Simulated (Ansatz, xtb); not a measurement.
**Ranking isomers of C4H3F2NO2**

6 gas-phase structures of C4H3F2NO2, from a drawn sample of its isomers (lower ones may exist). Each was relaxed with GFN2-xTB; where two conformers were screened, the lower at r2SCAN-D4/def2-SVP is listed:

A. `N#C[C@@]1(F)OC[C@@H](F)O1`, a singlet
B. `FC(F)Oc1cnco1`, a singlet
C. `FC(F)Oc1cnoc1`, a singlet
D. `FC(F)Oc1ccon1`, a singlet
E. `FC(F)Oc1ccno1`, a singlet
F. `FCOc1ocnc1F`, a singlet

**Question.** Which do you expect lowest at r2SCAN-D4/def2-SVP, and how would the others follow?

**Answer.** Calculated order at r2SCAN-D4/def2-SVP: B (0.0), A (42.9), F (59.1), D (86.9), E (94.0), C (113.5) kJ/mol.

Energies above the lowest of each column, in kJ/mol; the last columns are at PBE0-D3(BJ)/def2-SVP geometries and were run for some of them only (a dash: not run or not comparable):

```json
{"structure": "B", "GFN2-xTB": "0.0", "HF/STO-3G": "59.1", "r2SCAN-D4/def2-SVP": "0.0", "PBE0-D3(BJ)/def2-SVP": "0.0", "CCSD(T)/def2-SVP + ΔMP2/def2-TZVPP": "0.0"}
{"structure": "A", "GFN2-xTB": "95.7", "HF/STO-3G": "0.0", "r2SCAN-D4/def2-SVP": "42.9", "PBE0-D3(BJ)/def2-SVP": "43.4", "CCSD(T)/def2-SVP + ΔMP2/def2-TZVPP": "2.9"}
{"structure": "F", "GFN2-xTB": "20.0", "HF/STO-3G": "87.4", "r2SCAN-D4/def2-SVP": "59.1", "PBE0-D3(BJ)/def2-SVP": "60.9", "CCSD(T)/def2-SVP + ΔMP2/def2-TZVPP": "64.9"}
{"structure": "D", "GFN2-xTB": "85.9", "HF/STO-3G": "101.0", "r2SCAN-D4/def2-SVP": "86.9", "PBE0-D3(BJ)/def2-SVP": "–", "CCSD(T)/def2-SVP + ΔMP2/def2-TZVPP": "–"}
{"structure": "E", "GFN2-xTB": "99.5", "HF/STO-3G": "100.8", "r2SCAN-D4/def2-SVP": "94.0", "PBE0-D3(BJ)/def2-SVP": "–", "CCSD(T)/def2-SVP + ΔMP2/def2-TZVPP": "–"}
{"structure": "C", "GFN2-xTB": "108.5", "HF/STO-3G": "127.3", "r2SCAN-D4/def2-SVP": "113.5", "PBE0-D3(BJ)/def2-SVP": "–", "CCSD(T)/def2-SVP + ΔMP2/def2-TZVPP": "–"}
```

CCSD(T)/def2-SVP + ΔMP2/def2-TZVPP has A and B within 1 kcal/mol of each other at the bottom, and every level picks one of them. Flexible structures stand in one conformer each, not always the lowest. Frequencies (GFN2-xTB) were run for A, B, F alone. ΔMP2 is the change of the MP2 energy from the smaller to the larger basis.

Over these structures GFN2-xTB departs from r2SCAN-D4/def2-SVP by 18.0 kJ/mol on average once a common shift is removed. A GFN2-xTB relaxation took about 0.089 s and the r2SCAN-D4/def2-SVP energy about 2 s on a shared host (Ansatz 0.2.0, xtb 6.7.1).
